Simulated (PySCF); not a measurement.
Partial charges of `C[Si@H]1[SiH2][Si@H](C2CC2)[SiH2]1`

C₄H₁₄Si₄.
Geometry (PBE0-D3(BJ)/def2-SVP, Å), atoms numbered from 1 in this order:
```
atom  x, y, z in Å
C1    -3.860    0.110   -0.540
Si2   -1.999   -0.176   -0.469
Si3   -0.563    1.653   -0.033
Si4    0.847    0.172    1.160
C5     2.083   -0.638    0.006
C6     1.839   -0.707   -1.482
C7     2.914    0.182   -0.951
Si8   -1.058   -1.200    1.447
H9    -4.398   -0.848   -0.608
H10   -4.198    0.633    0.367
H11   -4.129    0.722   -1.414
H12   -1.523   -0.900   -1.694
H13   -1.235    2.582    0.934
H14   -0.004    2.460   -1.165
H15    1.512    0.697    2.394
H16    2.588   -1.512    0.434
H17    2.131   -1.624   -2.000
H18    0.936   -0.243   -1.890
H19    2.753    1.264   -0.984
H20    3.955   -0.117   -1.101
H21   -0.882   -2.686    1.473
H22   -1.837   -0.787    2.662
```

Density: PBE0/pcSseg-1 (PySCF); schemes: Mulliken, IAO, Hirshfeld and ESP-fitted. Isolated species at its PBE0-D3(BJ)/def2-SVP geometry (one conformer only).

Q: Give the atomic charges in each scheme.

A: In e:

| atom | environment | Mulliken | IAO | Hirshfeld | ESP-fitted |
| --- | --- | --- | --- | --- | --- |
| C1 | Si-methyl carbon | -0.596 | -0.684 | -0.206 | -0.630 |
| Si2 | SiH silicon | +0.163 | +0.353 | +0.184 | +0.385 |
| Si3 | SiH2 silicon | -0.001 | +0.103 | +0.123 | +0.034 |
| Si4 | SiH silicon | +0.213 | +0.355 | +0.179 | +0.116 |
| C5 | sp3 carbon bound to silicon | -0.515 | -0.401 | -0.133 | -0.202 |
| C6 | three-membered-ring carbon | -0.221 | -0.271 | -0.084 | -0.268 |
| C7 | three-membered-ring carbon | -0.203 | -0.273 | -0.086 | -0.293 |
| Si8 | SiH2 silicon | +0.089 | +0.119 | +0.122 | -0.026 |
| H9 | methyl hydrogen | +0.150 | +0.157 | +0.045 | +0.172 |
| H10 | methyl hydrogen | +0.150 | +0.157 | +0.044 | +0.157 |
| H11 | methyl hydrogen | +0.150 | +0.157 | +0.045 | +0.164 |
| H12 | Si–H hydrogen | -0.019 | -0.096 | -0.078 | -0.118 |
| H13 | Si–H hydrogen | -0.009 | -0.076 | -0.074 | -0.051 |
| H14 | Si–H hydrogen | -0.021 | -0.079 | -0.073 | -0.036 |
| H15 | Si–H hydrogen | -0.015 | -0.090 | -0.077 | -0.049 |
| H16 | methine hydrogen | +0.157 | +0.152 | +0.044 | +0.164 |
| H17 | methylene hydrogen | +0.136 | +0.149 | +0.050 | +0.146 |
| H18 | methylene hydrogen | +0.167 | +0.138 | +0.038 | +0.114 |
| H19 | methylene hydrogen | +0.142 | +0.142 | +0.043 | +0.147 |
| H20 | methylene hydrogen | +0.136 | +0.148 | +0.049 | +0.146 |
| H21 | Si–H hydrogen | -0.028 | -0.078 | -0.074 | -0.037 |
| H22 | Si–H hydrogen | -0.026 | -0.083 | -0.077 | -0.033 |

Mean size of the charges over all atoms: IAO 0.194 e, ESP-fitted 0.159 e, Mulliken 0.150 e, Hirshfeld 0.088 e. Each set sums to the total charge, 0, to within 0.002 e. The Mulliken scheme gives each basis function's population to the atom it is centred on and halves the overlap population of two atoms between them. The Hirshfeld scheme weights the molecular density at each point by an atom's share of the summed free-atom densities.

Lowest charge. All schemes agree: Mulliken C1 (-0.596); IAO C1 (-0.684); Hirshfeld C1 (-0.206); ESP-fitted C1 (-0.630).

Highest charge. The schemes don't all agree: Mulliken Si4 (+0.213); IAO Si4 (+0.355); Hirshfeld Si2 (+0.184); ESP-fitted Si2 (+0.385).

Q: Sum the charges by element.

A: 
```json
{"element": "C", "atoms": "4", "Mulliken": "-1.535", "IAO": "-1.628", "Hirshfeld": "-0.510", "ESP-fitted": "-1.393"}
{"element": "Si", "atoms": "4", "Mulliken": "+0.464", "IAO": "+0.930", "Hirshfeld": "+0.607", "ESP-fitted": "+0.509"}
{"element": "H", "atoms": "14", "Mulliken": "+1.071", "IAO": "+0.698", "Hirshfeld": "-0.096", "ESP-fitted": "+0.885"}
```

Q: How closely do the schemes follow one another over all atoms?

A: Correlation coefficient and root-mean-square difference: Mulliken with IAO 0.95, 0.075 e; IAO with ESP-fitted 0.95, 0.079 e; IAO with Hirshfeld 0.92, 0.154 e; Mulliken with ESP-fitted 0.90, 0.095 e; Hirshfeld with ESP-fitted 0.81, 0.141 e; Mulliken with Hirshfeld 0.80, 0.144 e.

Q: How many electrons does the IAO scheme count on Si2?

A: Z − q = 14 − (+0.353) = 13.647.
